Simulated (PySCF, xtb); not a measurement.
C5H9N, SMILES C(=C(C)C)=CN.

GFN2-xTB in xtb 6.7.1 at its own geometry gives an orbital gap of 4.55 eV and a dipole moment of 1.27 D.

Geometry: ωB97X-D3(BJ)/def2-SVP. This is a generated structure with no PubChem entry under its InChIKey; it may be hypothetical. The values are those of a single conformer.

### Question
What does M06-2X/def2-TZVP (PySCF) give? (Estimate from the structure and the level; the computed values follow.)

### Answer
gap 8.21 eV (levels -7.07 and 1.14 eV), dipole 1.13 D.
